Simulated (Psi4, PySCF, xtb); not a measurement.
Conformational energy of C₁₁H₁₀O₂, SMILES COc1ccccc1-c1ccco1. Scanned: dihedral C3–C8–C9–O13; all other coordinates were relaxed at GFN2-xTB. Points at φ and −φ are mirror images. Heavy atoms are numbered in the order of the SMILES COc1ccccc1-c1ccco1, hydrogens after them in the order of the atoms that carry them; the mirror image has the same energies with the sign of each dihedral reversed.

Methods: GFN1-xTB // GFN2-xTB (xtb); RKS-B3LYP/6-31G* = restricted B3LYP/6-31G*, spherical d, density fitting // GFN2-xTB run with PySCF 2.14.0; RHF/3-21G = restricted Hartree-Fock/3-21G, density fitting // GFN2-xTB run with PySCF; PBE-D3(BJ)/def2-SVP // GFN2-xTB (Psi4).

Energies relative to the lowest point of each profile, in mEh; the last columns give the difference from PBE-D3(BJ):

```
φ / °  GFN1-xTB  RKS-B3LYP/6-31G*  RHF/3-21G  PBE-D3(BJ)/def2-SVP  GFN1-xTB − PBE-D3(BJ)/def2-SVP  RKS-B3LYP/6-31G* − PBE-D3(BJ)/def2-SVP  RHF/3-21G − PBE-D3(BJ)/def2-SVP
-----  --------  ----------------  ---------  -------------------  ------------------------------  --------------------------------------  -------------------------------
-160        0.5               0.8        1.5                  1.0                            -0.5                                    -0.2                              0.5
-140        2.7               3.5        5.6                  4.1                            -1.4                                    -0.6                              1.5
-120        6.4               7.1       10.4                  8.2                            -1.8                                    -1.1                              2.2
-100        9.2               9.2       12.4                 10.8                            -1.6                                    -1.6                              1.6
-80         9.6               8.5       11.3                 10.3                            -0.7                                    -1.7                              1.0
-60         8.0               6.6        9.8                  7.9                             0.1                                    -1.3                              1.9
-40         6.3               5.6        9.8                  6.4                            -0.1                                    -0.8                              3.4
-20         5.6               6.3       11.7                  6.5                            -1.0                                    -0.3                              5.1
0           5.6               7.0       13.0                  7.0                            -1.4                                     0.0                              6.0
20          5.6               6.3       11.7                  6.5                            -1.0                                    -0.3                              5.1
40          6.3               5.6        9.8                  6.4                            -0.1                                    -0.8                              3.4
60          8.0               6.6        9.8                  7.9                             0.1                                    -1.3                              1.9
80          9.6               8.5       11.3                 10.3                            -0.7                                    -1.7                              1.0
100         9.2               9.2       12.4                 10.8                            -1.6                                    -1.6                              1.6
120         6.4               7.1       10.4                  8.2                            -1.8                                    -1.1                              2.2
140         2.7               3.5        5.6                  4.1                            -1.4                                    -0.6                              1.5
160         0.5               0.8        1.5                  1.0                            -0.5                                    -0.2                              0.5
180         0.0               0.0        0.0                  0.0                             0.0                                     0.0                              0.0
```

GFN1-xTB is furthest from PBE-D3(BJ)/def2-SVP at -120 (-1.8 mEh, below); its mean absolute difference over the points is 0.9 mEh.

RKS-B3LYP/6-31G* is furthest from PBE-D3(BJ)/def2-SVP at -80 (-1.7 mEh, below); its mean absolute difference over the points is 0.8 mEh.

RHF/3-21G is furthest from PBE-D3(BJ)/def2-SVP at 0 (6.0 mEh, above); its mean absolute difference over the points is 2.2 mEh.
